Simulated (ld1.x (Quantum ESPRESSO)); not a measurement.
**Pseudopotential generation for Zr (Z = 40): TM, revPBE, scalar-relativistic.**

```json
{
  "Element": "zirconium",
  "Generator": "ld1.x (Quantum ESPRESSO) 7.5",
  "Type": "norm-conserving Troullier–Martins (Kleinman–Bylander form)",
  "Functional": "revPBE",
  "Relativity": "scalar-relativistic",
  "Frozen core": "[Kr]",
  "Valence charge": "4",
  "Reference configuration": "4d2 5s1.5 5p0.5",
  "Partial waves": "5s (bound): rc 3.45 bohr; 5p (bound): rc 4.20 bohr; 4d (bound): rc 1.55 bohr",
  "Local potential": "the d channel",
  "Core correction": "Bessel-smoothed model core inside 1.10 bohr"
}
```

(1) Estimate the cutoffs (Ry, on a coarse ladder) from which the occupation-weighted sum of valence levels, in a spherical-Bessel basis at the reference potential, stays within 10 and 1 mRy of its value at 400 Ry.

(2) What does a ghost test show?

(3) Which valence shell sets the plane-wave cutoff?

Answers

(1) 30 Ry and 40 Ry.

(2) Ghost states, extra bound levels that the all-electron valence spectrum of the same l lacks: s at -69.1 eV, p at -18.9 eV. A true bound ghost makes a file unfit for plane-wave use.

(3) 4d: its level needs 40 Ry to come within 1 mRy, against 8 Ry for 5s.

Its largest configuration-test error is -145 meV (4d3 5s0 5p0). 1 of 7 tests not solved or not reliable. Not counted: 4d2 5s0 5p1 (solver errors, printed error -1.8 eV).
